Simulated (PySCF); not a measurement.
C2H8GeO. Atoms are numbered in the order given.

```xyz
12

Ge    -0.3857     0.3681     0.0000
C      0.7812     1.9311     0.0000
O      0.7399    -1.0473     0.0000
C      0.1889    -2.3455     0.0000
H     -1.2829     0.2867     1.2746
H     -1.2829     0.2867    -1.2746
H      0.1798     2.8611     0.0000
H      1.4248     1.9191     0.9004
H      1.4248     1.9191    -0.9004
H     -0.4405    -2.5528     0.9005
H      1.0214    -3.0815     0.0000
H     -0.4405    -2.5528    -0.9005
```

Geometry: PBE-D3(BJ)/def2-SVP. This is a generated structure with no PubChem entry under its InChIKey; it may be hypothetical. Other conformers were not sampled.

Calculation: PySCF with HF/pcSseg-1.

GIAO shieldings, no solvent; atoms alike by connectivity are averaged. δ = σ(ref) − σ: ⁷³Ge against GeH4 (σ = 1776.1 ppm); ¹³C against TMS (σ = 192.6 ppm); ¹⁷O against H2O (σ = 333.0 ppm); ¹H against TMS (σ = 31.99 ppm), references at their B3LYP-D3(BJ)/def2-TZVP geometries, non-relativistic.

Computed chemical shifts:
```csv
nucleus,atoms,count,δ (ppm)
⁷³Ge,Ge1,1,262.0
¹³C,C4,1,54.6
¹³C,C2,1,-1.0
¹⁷O,O3,1,-30.6
¹H,"H5, H6",2,4.99
¹H,"H10, H11, H12",3,3.85
¹H,"H7, H8, H9",3,0.97
```
